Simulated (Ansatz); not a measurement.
System: C6H11, charge 0, multiplicity 2. It need not be the lowest isomer of its formula. 
Geometry from a B3LYP-D3(BJ)/def2-TZVP (Ansatz, a quantum-chemistry and plane-wave program) optimisation:
```
C
H 1 1.0922
H 1 1.0967 2 106.74
C 1 1.5205 2 109.49 3 117.12
C 4 1.3091 1 121.02 2 8.36
H 5 1.0792 4 137.17 1 -0.48
C 4 1.5083 5 122.32 6 179.44
H 7 1.0882 4 111.26 5 -3.83
H 7 1.0926 8 108.31 4 -122.28
H 7 1.0939 8 108.70 9 -116.05
C 1 1.5326 2 109.15 3 -117.77
H 11 1.0927 1 109.80 2 178.07
H 11 1.0936 12 106.47 1 -117.63
C 11 1.5260 12 109.41 13 -118.75
H 14 1.0914 11 111.33 12 57.96
H 14 1.0926 15 107.77 11 -122.07
H 14 1.0927 15 107.76 16 -115.85
```
Charge 0, spin multiplicity 2.

Total electronic energies in hartree. Correlated levels leave the core frozen unless marked. UHF or UKS for open shells. Spin-orbit coupling is left out. Non-relativistic. Basis-set limits of correlation are two-point, X^-3; Hartree-Fock from the larger set. The bracket is a focal-point correction in the basis named.

The UHF reference is spin-contaminated (<S^2> 0.17 over the pure value in the largest basis). 

```tsv
level	program	energy (Eh)
HF/STO-3G	Ansatz	-230.76039
HF/cc-pVDZ	Ansatz	-233.55334
HF/cc-pwCVTZ	Ansatz	-233.61846
RI-HF/cc-pVQZ	Ansatz	-233.63143
B3LYP/def2-TZVPD	Ansatz	-235.25859
PBE0-D3(BJ)/def2-TZVP	Ansatz + dftd3	-234.96232
PBE0-D4/def2-TZVP	Ansatz + dftd4	-234.96128
PBE0/def2-TZVPD	Ansatz	-234.95164
BHLYP-D4/def2-TZVPD	Ansatz + dftd4	-235.10866
HSE06-D3(BJ)/def2-TZVPD	Ansatz + dftd3	-234.94510
LC-wPBE-D4/def2-TZVPD	Ansatz + dftd4	-235.10730
MP2/cc-pVTZ	Ansatz	-234.60164
CCSD/STO-3G	Ansatz	-231.15488
CCSD(T) with core electrons/cc-pwCVTZ	Ansatz	-235.02148
RI-MP2/CBS(cc-pVTZ,cc-pVQZ)+[CCSD(T)-MP2]/cc-pVTZ	Ansatz	-234.8384
```

Totals of different functionals don't rank their quality; only differences between species are comparable.
